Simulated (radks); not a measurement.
Rb V, configuration [Ar] 3d10 4s2 4p3 (the NIST ground configuration).

All-electron calculation, scalar-relativistic Kohn-Sham, r2SCAN, spin-polarised, spherical densities, finite nucleus; open shells are filled with parallel spins first (spin-orbit coupling, left out, can overturn this in heavy ions); meta-GGA in the generalised Kohn-Sham scheme; Fermi nuclear charge, rms radius 4.2036 fm. Program: a radial shooting solver on a logarithmic mesh with Libxc functionals.

Energy parts (hartree):
total: -2977.16593
kinetic: 3049.38046
electron-nucleus: -7112.38201
Hartree: 1185.46107
exchange-correlation: -99.62546

Orbitals (lengths in bohr, moments of r in powers of bohr; <r^-3> diverges for s and p1/2):
orbital  occ.  eigenvalue (hartree)       <r^4>  <r^-3>
1s up       1             -555.8330  0.00001237       -
1s down     1             -555.8136  0.00001237       -
2s up       1             -76.31113    0.002397       -
2s down     1             -76.30708    0.002396       -
2p up       3             -67.79503    0.001734    1645
2p down     3             -67.78034    0.001734    1645
3s up       1             -13.13294      0.1393       -
3s down     1             -13.11688      0.1387       -
3p up       3             -10.36785      0.1635   250.2
3p down     3             -10.34794      0.1618   249.9
3d up       5              -5.81099      0.2327   30.96
3d down     5              -5.78547      0.2237   31.08
4s up       1              -2.99637       6.493       -
4s down     1              -2.79656       6.569       -
4p up       3              -2.31013       9.963   32.15
4p down     0              -2.10983       10.10   32.57

The highest occupied level is 4p up at -62.862 eV. For comparison, the ionisation energy in NIST's Atomic Spectra Database is 68.4 eV (theoretical). In exact Kohn-Sham theory the highest level is minus the ionisation energy, but local and semilocal functionals leave it too shallow, through self-interaction and a potential that decays too fast; potentials with the right tail come closer.
